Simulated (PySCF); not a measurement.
A species of formula C3H10OSi has this rotational fingerprint, computed with PBE0-D3(BJ)/def2-SVP geometry optimisation, gas phase (PySCF 2.14.0):

```
Rotational constants : A = 8955, B = 1731, C = 1567 MHz
Dipole components    : |μa| = 1.41 D, |μb| = 0.48 D, |μc| = 0.81 D
Inertial defect      : -25.94 u·Å²
κ                    : -0.96
```

Question: Which candidate fits, each taken in the one conformer that was computed?
A. Si(OH)Me3, `C[Si](C)(C)O`
B. `[CH3:1][CH2:2][CH2:3][SiH2:4][OH:5]` with C1–C2–C3–Si4 180°, C2–C3–Si4–O5 -59°, C3–Si4–O5–H 75°
C. SiH3(OiPr) (`[H][Si]([H])([H])OC(C)C`)
D. `[CH3:1][SiH2:2][CH2:3][CH2:4][OH:5]` with C1–Si2–C3–C4 -166°, Si2–C3–C4–O5 -46°, C3–C4–O5–H -60°
E. SiH2Me(OEt), `[H][Si]([H])(C)OCC`

Answer: B. It is CCC[SiH2]O, a near-prolate asymmetric top, point group C1. The candidates at the same level (rigid rotor, commonest isotopes):

| SMILES | A (MHz) | B (MHz) | C (MHz) | μa (D) | μb (D) | μc (D) | Δ (u·Å²) | point group | rotor |
| --- | --- | --- | --- | --- | --- | --- | --- | --- | --- |
| C[SiH2]CCO | 9523 | 1839 | 1657 | 0.51 | 1.71 | 1.20 | -22.93 | C1 | near-prolate asymmetric top |
| CCC[SiH2]O | 8955 | 1731 | 1567 | 1.41 | 0.48 | 0.81 | -25.94 | C1 | near-prolate asymmetric top |
| [H][Si]([H])(C)OCC | 11547 | 1713 | 1564 | 0.07 | 0.23 | 0.02 | -15.52 | near Cs | near-prolate asymmetric top |
| C[Si](C)(C)O | 3342 | 3297 | 3119 | 1.35 | 0.04 | 0.28 | -142.50 | near Cs | – |
| [H][Si]([H])([H])OC(C)C | 7395 | 2276 | 1885 | 0.70 | 0.65 | 0.65 | -22.25 | C1 | asymmetric top |

`C[Si](C)(C)O` has C 99 % too high; `[H][Si]([H])([H])OC(C)C` has B 32 % too high; `[H][Si]([H])(C)OCC` has A 29 % too high; `C[SiH2]CCO` has A 6 % too high. No structure here is proved a minimum.
